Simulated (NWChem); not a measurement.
System: GeH$_{3}$I; SMILES [GeH3][I]

Here is an NWChem input.

```
start job
memory heap 200 mb stack 900 mb global 1100 mb
geometry units angstroms noautoz
  Ge     0.000000     0.000000    -1.478947
  I      0.000000     0.000000     1.042245
  H      1.034126     1.034126    -1.943048
  H      0.378516    -1.412642    -1.943048
  H     -1.412642     0.378516    -1.943048
end
basis spherical
  * library sto-3g
end
dft
  xc hfexch
  iterations 150
  mulliken
end
task dft energy
```

Output (shortened):

```
             Northwest Computational Chemistry Package (NWChem) 7.3.0
             --------------------------------------------------------

 C3V symmetry detected

                             Geometry "geometry" -> ""
                             -------------------------

 Output coordinates in angstroms (scale by  1.889725989 to convert to a.u.)

  No.       Tag          Charge          X              Y              Z
 ---- ---------------- ---------- -------------- -------------- --------------
    1 Ge                  32.0000     0.00000000    -0.00000000    -1.50262356
    2 I                   53.0000     0.00000000     0.00000000     1.01856844
    3 H                    1.0000     1.03412578     1.03412578    -1.96672456
    4 H                    1.0000     0.37851630    -1.41264208    -1.96672456
    5 H                    1.0000    -1.41264208     0.37851630    -1.96672456

 Effective nuclear repulsion energy (a.u.)     415.0227595198

      Symmetry information
      --------------------

 Group name             C3v
 Group number             17
 Group order               6
 No. of unique centers     3

  xc_inp: hfexch multiplicative factor not found.

                                 NWChem DFT Module
                                 -----------------

 Summary of "ao basis" -> "ao basis" (spherical)
 ------------------------------------------------------------------------------
       Tag                 Description            Shells   Functions and Types
 ---------------- ------------------------------  ------  ---------------------
 Ge                          sto-3g                  8       18   4s3p1d
 I                           sto-3g                 11       27   5s4p2d
 H                           sto-3g                  1        1   1s

      Symmetry analysis of basis
      --------------------------

        a1         20
        a2          0
        e          28

  Rotation of axis

            General Information
            -------------------
          SCF calculation type: DFT
          Wavefunction type:  closed shell.
          No. of atoms     :     5
          No. of electrons :    88
           Alpha electrons :    44
            Beta electrons :    44
          Charge           :     0
          Spin multiplicity:     1
          Use of symmetry is: on ; symmetry adaption is: on
          Maximum number of iterations: 150
          AO basis - number of functions:    48
                     number of shells:    22
          Convergence on energy requested:  1.00D-06
          Convergence on density requested:  1.00D-05
          Convergence on gradient requested:  5.00D-04

              XC Information
              --------------
                     Hartree-Fock (Exact) Exchange  1.000

      Superposition of Atomic Density Guess
      -------------------------------------

 Sum of atomic energies:       -8903.70512733

      Non-variational initial energy
      ------------------------------

 Total energy =   -8903.573450
 1-e energy   =  -13158.703078
 2-e energy   =    3840.106868
 HOMO         =      -0.223372
 LUMO         =       0.265627

      Symmetry analysis of molecular orbitals - initial
      -------------------------------------------------

  Numbering of irreducible representations:

     1 a1          2 a2          3 e

  Orbital symmetries:

     1 a1          2 a1          3 a1          4 a1          5 e
     6 e           7 a1          8 e           9 e          10 a1
    11 a1         12 a1         13 e          14 e          15 a1
    16 e          17 e          18 e          19 e          20 a1
    21 a1         22 a1         23 e          24 e          25 e
    26 e          27 a1         28 a1         29 e          30 e
    31 e          32 e          33 a1         34 a1         35 e
    36 e          37 a1         38 e          39 e          40 a1
    41 e          42 e          43 e          44 e          45 a1
    46 a1         47 e          48 e

     ---------------------------------------------
      Total Density - Mulliken Population Analysis
     ---------------------------------------------

    Atom       Charge   Shell Charges
 -----------   ------   -------------------------------------------------------
    1 Ge  32    31.15   2.00  2.00  6.00  2.00  5.93  1.27  1.98  9.97
    2 I   53    53.46   2.00  2.00  6.00  2.00  6.00  2.00  6.00  1.94  5.53 10.00 10.00
    3 H    1     1.13   1.13
    4 H    1     1.13   1.13
    5 H    1     1.13   1.13

   convergence    iter        energy       DeltaE   RMS-Dens  Diis-err
 ---------------- ----- ----------------- --------- --------- ---------
 d= 0,ls=0.0,diis     1  -8904.2168482143 -9.32D+03  1.15D-02  6.58D-02
 d= 0,ls=0.0,diis     2  -8904.2424832735 -2.56D-02  2.19D-03  3.28D-03
 d= 0,ls=0.0,diis     3  -8904.2436581897 -1.17D-03  7.46D-04  2.33D-04
 d= 0,ls=0.0,diis     4  -8904.2437484151 -9.02D-05  8.86D-05  4.07D-06
 d= 0,ls=0.0,diis     5  -8904.2437498570 -1.44D-06  1.46D-05  1.01D-07
 d= 0,ls=0.0,diis     6  -8904.2437498972 -4.02D-08  2.36D-06  2.41D-09

         Total DFT energy =    -8904.243749897174
      One electron energy =   -13153.479500703375
           Coulomb energy =     4088.363655941495
    Exchange-Corr. energy =     -254.150664655113
 Nuclear repulsion energy =      415.022759519820

 Numeric. integr. density =        0.000000000000

                  Occupations of the irreducible representations
                  ----------------------------------------------

                     irrep           alpha         beta
                     --------     --------     --------
                     a1               18.0         18.0
                     a2                0.0          0.0
                     e                26.0         26.0

                       DFT Final Molecular Orbital Analysis
                       ------------------------------------

 Vector   42  Occ=2.000000D+00  E=-3.437088D-01  Symmetry=a1
              MO Center= -2.2D-16,  3.3D-18,  5.3D-01, r^2= 3.3D+00
   Bfn.  Coefficient  Atom+Function         Bfn.  Coefficient  Atom+Function
  ----- ------------  ---------------      ----- ------------  ---------------
    35      0.729092  2 I  pz                13     -0.424851  1 Ge pz
    32      0.367428  2 I  s                 31     -0.253972  2 I  pz
     9      0.144598  1 Ge pz                46      0.133941  3 H  s
    47      0.133941  4 H  s                 48      0.133941  5 H  s
    10     -0.116403  1 Ge s                 27      0.102104  2 I  pz

 Vector   43  Occ=2.000000D+00  E=-2.713278D-01  Symmetry=e
              MO Center=  2.0D-02, -1.2D-02,  9.2D-01, r^2= 2.0D+00
   Bfn.  Coefficient  Atom+Function         Bfn.  Coefficient  Atom+Function
  ----- ------------  ---------------      ----- ------------  ---------------
    34      1.019820  2 I  py                30     -0.325488  2 I  py
    47      0.137294  4 H  s                 26      0.131166  2 I  py
    33      0.127062  2 I  px                46     -0.116932  3 H  s
    22     -0.051660  2 I  py                15     -0.042343  1 Ge d -1
    29     -0.040553  2 I  px                12     -0.029186  1 Ge py

 Vector   44  Occ=2.000000D+00  E=-2.713278D-01  Symmetry=e
              MO Center= -2.0D-02,  1.2D-02,  9.2D-01, r^2= 2.0D+00
   Bfn.  Coefficient  Atom+Function         Bfn.  Coefficient  Atom+Function
  ----- ------------  ---------------      ----- ------------  ---------------
    33      1.019820  2 I  px                29     -0.325488  2 I  px
    48      0.146777  5 H  s                 25      0.131166  2 I  px
    34     -0.127062  2 I  py                46     -0.091023  3 H  s
    47     -0.055755  4 H  s                 21     -0.051660  2 I  px
    17      0.042343  1 Ge d  1              30      0.040553  2 I  py

 Vector   45  Occ=0.000000D+00  E= 2.782263D-01  Symmetry=a1
              MO Center= -2.3D-17, -3.6D-17, -3.8D-01, r^2= 2.7D+00
   Bfn.  Coefficient  Atom+Function         Bfn.  Coefficient  Atom+Function
  ----- ------------  ---------------      ----- ------------  ---------------
    13      0.899252  1 Ge pz                35      0.883921  2 I  pz
    10      0.614240  1 Ge s                 32     -0.411309  2 I  s
     9     -0.231265  1 Ge pz                31     -0.231171  2 I  pz
    46     -0.123750  3 H  s                 47     -0.123750  4 H  s
    48     -0.123750  5 H  s                 27      0.094118  2 I  pz

 Vector   46  Occ=0.000000D+00  E= 4.635722D-01  Symmetry=a1
              MO Center= -1.2D-14, -4.6D-15, -2.1D+00, r^2= 2.1D+00
   Bfn.  Coefficient  Atom+Function         Bfn.  Coefficient  Atom+Function
  ----- ------------  ---------------      ----- ------------  ---------------
    10      1.095211  1 Ge s                 46     -0.697630  3 H  s
    47     -0.697630  4 H  s                 48     -0.697630  5 H  s
    13     -0.605125  1 Ge pz                 9      0.138891  1 Ge pz
     6     -0.110831  1 Ge s                 16     -0.072901  1 Ge d  0
     2      0.067900  1 Ge s                  5     -0.042384  1 Ge pz

 Vector   47  Occ=0.000000D+00  E= 4.928005D-01  Symmetry=e
              MO Center=  4.3D-02, -1.8D-01, -1.6D+00, r^2= 2.2D+00
   Bfn.  Coefficient  Atom+Function         Bfn.  Coefficient  Atom+Function
  ----- ------------  ---------------      ----- ------------  ---------------
    12      1.111954  1 Ge py                47      0.859539  4 H  s
    48     -0.438175  5 H  s                 46     -0.421364  3 H  s
    11     -0.311446  1 Ge px                 8     -0.250560  1 Ge py
    34     -0.142545  2 I  py                18      0.086071  1 Ge d  2
     4      0.076399  1 Ge py                 7      0.070179  1 Ge px

     ---------------------------------------------
      Total Density - Mulliken Population Analysis
     ---------------------------------------------

    Atom       Charge   Shell Charges
 -----------   ------   -------------------------------------------------------
    1 Ge  32    31.50   2.00  2.00  6.00  2.00  5.94  1.24  2.38  9.94
    2 I   53    53.19   2.00  2.00  6.00  2.00  6.00  2.00  6.00  1.95  5.25 10.00 10.00
    3 H    1     1.10   1.10
    4 H    1     1.10   1.10
    5 H    1     1.10   1.10

     -------------------------------------------
      Total Density - Lowdin Population Analysis
     -------------------------------------------

    Atom       Charge   Shell Charges
 -----------   ------   -------------------------------------------------------
    1 Ge  32    31.52   2.00  2.00  6.00  1.99  5.91  1.16  2.53  9.94
    2 I   53    53.16   2.00  2.00  6.00  2.00  6.00  2.00  5.98  1.92  5.27 10.00 10.00
    3 H    1     1.10   1.10
    4 H    1     1.10   1.10
    5 H    1     1.10   1.10

     Multipole analysis of the density
     ---------------------------------

     L   x y z        total         alpha         beta         nuclear
     -   - - -        -----         -----         ----         -------
     0   0 0 0     -0.000000    -44.000000    -44.000000     88.000000

     1   1 0 0      0.000000      0.000000      0.000000      0.000000
     1   0 1 0     -0.000000     -0.000000     -0.000000     -0.000000
     1   0 0 1     -1.023870     -0.511935     -0.511935     -0.000000

     2   2 0 0    -33.235026    -22.345943    -22.345943     11.456861
     2   1 1 0     -0.000000      0.000000      0.000000     -0.000000
     2   1 0 1      0.000000     -0.000000     -0.000000      0.000000
     2   0 2 0    -33.235026    -22.345943    -22.345943     11.456861
     2   0 1 1     -0.000000     -0.000000     -0.000000      0.000000
     2   0 0 2    -32.694354   -264.255152   -264.255152    495.815950
```

Level: Hartree-Fock/STO-3G, non-relativistic. Structure relaxed at the PBE0/def2-SVP (def2 core potentials past Kr) level.
